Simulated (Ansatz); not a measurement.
`[SiH3][SeH]` and `[SeH][SiH2][SeH]` differ in one atom or group.

Ansatz, PBE0-D4/def2-TZVP geometries, multiplicity 1. Each molecule was computed in one conformer, which needn't be the lowest.

Scalar relativity is left out up to krypton.

```
                                      property  `[SiH3][SeH]`
           HOMO energy (B3LYP/def2-TZVPP) / eV          -6.86
         HOMO–LUMO gap (B3LYP/def2-TZVPP) / eV           6.54
           LUMO energy (B3LYP/def2-TZVPP) / eV          -0.33
zero-point energy (PBE0-D4/def2-TZVP) / kJ/mol           85.8
            HOMO energy (PBE0/def2-TZVPP) / eV          -7.11
             HOMO energy (PBE/def2-TZVPP) / eV          -5.96
```

Problem. Give the same properties after the change, and the shifts. (Estimate.)

Solution. Computed: 
| property | `[SeH][SiH2][SeH]` | shift |
| --- | --- | --- |
| HOMO energy (B3LYP/def2-TZVPP) / eV | -6.81 | 0.05 |
| HOMO–LUMO gap (B3LYP/def2-TZVPP) / eV | 5.95 | -0.59 |
| LUMO energy (B3LYP/def2-TZVPP) / eV | -0.85 | -0.52 |
| zero-point energy (PBE0-D4/def2-TZVP) / kJ/mol | 88.9 | 3.1 |
| HOMO energy (PBE0/def2-TZVPP) / eV | -7.04 | 0.07 |
| HOMO energy (PBE/def2-TZVPP) / eV | -5.92 | 0.04 |

With PBE0 the HOMO rises by 0.07 eV and the LUMO falls by 0.52 eV, so the gap narrows by about 0.59 eV. PBE moves the HOMO by 0.04 eV and ωB97M-V by 0.11 eV. The zero-point energy changes by 3.1 kJ/mol with +3 modes.

B3LYP here is the variant with VWN-RPA as its local correlation; programs differ in this.

Spin–orbit coupling is left out; it splits and shifts lone-pair levels of the heavy atoms by tenths of an eV.
